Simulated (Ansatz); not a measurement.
Relaxation of BCl₂H₄N (8 atoms, charge 0, multiplicity 1), to a largest force component of 0.03 eV/Å in at most 50 steps.

The calculation used RKS PBE0-D4/6-31G* in Ansatz.

```xyz
8
Properties=species:S:1:pos:R:3:forces:R:3
B 0.021 0.230 -0.029 0.00 -0.01 0.04
H -0.108 0.480 1.127 0.01 0.30 -0.10
Cl 1.618 0.250 -0.739 0.01 0.00 0.00
Cl -1.400 0.075 -1.036 -0.01 0.01 -0.01
N 0.021 -2.243 1.175 -0.18 0.70 0.33
H -0.602 -2.414 0.394 -0.03 -0.01 -0.01
H 0.976 -2.215 0.838 0.03 0.00 -0.01
H -0.210 -1.327 1.597 0.16 -0.98 -0.23
```

Question: Where does it end, and by what steps?

Answer: The forces met the threshold. After 6 steps the energy has fallen by 0.075 eV; H8 moved furthest, 0.38 Å.

```tsv
step	energy less start (eV)	largest force component (eV/Å)	accepted
0	0.0000	0.983	yes
1	-0.0563	0.504	yes
2	-0.0264	0.707	no
3	-0.0619	0.386	yes
4	-0.0726	0.209	yes
5	-0.0741	0.100	yes
6	-0.0750	0.015	yes
```

```xyz
8
Properties=species:S:1:pos:R:3
B 0.030 0.306 -0.071
H -0.082 0.671 1.055
Cl 1.620 0.214 -0.791
Cl -1.401 0.084 -1.051
N 0.037 -2.336 1.160
H -0.582 -2.359 0.359
H 0.977 -2.112 0.854
H -0.283 -1.631 1.813
```

Whether the end is a true minimum wasn't checked by a vibrational analysis.

Run time: 30 s on 1 thread of Intel(R) Xeon(R) Platinum 8259CL CPU @ 2.50GHz (Skylake/Cascade Lake) (shared host), peak memory 0.17 GiB.
